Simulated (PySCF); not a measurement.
Vertical excitation energies

Species: GaBr (singlet state).
Bonds: Ga1–Br2.

Computed, not measured: TDDFT wB97X-D/def2-SVPD, vertical, gas phase, core orbitals frozen in the response in PySCF. Geometry: PBE0-D3(BJ)/def2-SVP; no solvent, vibrations or thermal averaging. Relativistic effects, spin–orbit coupling among them, are left out although an element past zinc is present.

```tsv
state	E (eV)	λ (nm)	f	|μ| (D)	symmetry	main configurations (H = HOMO, L = LUMO)
S1	4.62	268.2	0.074	2.05	Π	H→L/L+1 (98%)
S2	4.62	268.1	0.074	2.05	Π	H→L/L+1 (98%)
S3	5.34	232.2	0.0000	0.00	–	H-2/H-1→L/L+1 (98%)
S4	5.40	229.5	0.0000	0.00	–	H-2/H-1→L/L+1 (≥97%)
S5	5.40	229.5	0.0000	0.00	–	H-2/H-1→L/L+1 (≥97%)
S6	5.95	208.4	0.0006	0.17	–	H-2/H-1→L/L+1 (≥78%), H→L+2 (12%)
S7	6.97	177.9	0.606	4.79	Σ+	H→L+2 (83%)
S8	7.36	168.5	0.630	4.75	Σ+	H→L+3 (82%)
S9	7.42	167.2	0.042	1.23	Π	H-2/H-1→L+3 (≥61%), H-2/H-1→L+2 (≥26%)
S10	7.42	167.2	0.042	1.23	Π	H-2/H-1→L+3 (≥61%), H-2/H-1→L+2 (≥26%)
```

Triplets (Tamm–Dancoff): T1 3.64 eV, H→L/L+1 (97%); T2 3.64 eV, H→L/L+1 (97%); T3 5.13 eV, H-2/H-1→L/L+1 (97%).

The lowest singlet level (S1/S2) comes at 268 nm (446 kJ/mol) in the ultraviolet; it is of moderate strength. The most intense listed level is S8 at 7.36 eV (168 nm, f = 0.630), 2.74 eV above S1. S1/S2, S4/S5 and S9/S10 lie within about 0.01 eV of each other in each set; the point group C∞v has degenerate representations, and within a degenerate level the listed configurations can mix freely. Löwdin shares by element: HOMO gallium 58%, bromine 42%; LUMO (one of a set within 0.03 eV) gallium 82%, bromine 18%. Orbital energies (eV): HOMO-3 -13.33, HOMO-2 -10.13, HOMO-1 -10.13, HOMO -9.15, LUMO -0.24, LUMO+1 -0.24, LUMO+2 1.45. The oscillator strengths of these states sum to 1.469; summed over the whole spectrum of an exact calculation they would give the number of electrons, 66 (Thomas–Reiche–Kuhn). Of the 10 states listed, 6 reach f = 0.01 and 3 stay under 0.0005. The vertical ionisation energy (ΔSCF) is 9.79 eV, 2.38 eV above S10. Symmetry labels in C∞v follow from the direction of the transition dipole and are given only for states with f of 0.002 or more. Orbitals of the list HOMO-3 to LUMO+2 that lie within 0.01 eV of each other are written together with a slash and their weights summed (≥ marks a lower bound); for degenerate orbitals outside that list single weights are arbitrary. The window holds the lowest 10 singlets.

Hardware: one thread, Arm Neoverse V1 (aarch64), on a shared host. Cost: 11 s of wall time (with the writing of density and orbital grids), 0.42 GiB resident at most.
